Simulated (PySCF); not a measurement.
**Excitation energy of Co²⁺ by level of theory**

Co²⁺ [Ar] 3d7 (4F) → Co²⁺ [Ar] 3d6 4s1 (6D), as a difference of total energies. All numbers are calculated (PySCF 2.14, scalar relativity by spin-free X2C-1e, in aug-cc-pVDZ-DK (7s6p4d2f, 59 functions)). Correlated levels: valence: [Ar] frozen. The calculations carry no spin-orbit coupling.

```tsv
method	excitation energy (cm⁻¹)
UHF	36887
LDA	46090
PBE	46443
PBE0	45929
r2SCAN	45660
B97-3	48796
BP86	47486
MN15	47324
B2PLYP	46416
MP2 (valence)	46240
SCS-MP2 (valence)	48148
```

A first-order spin-orbit estimate (lowest level to lowest level, LS coupling) adds 0.027 eV.
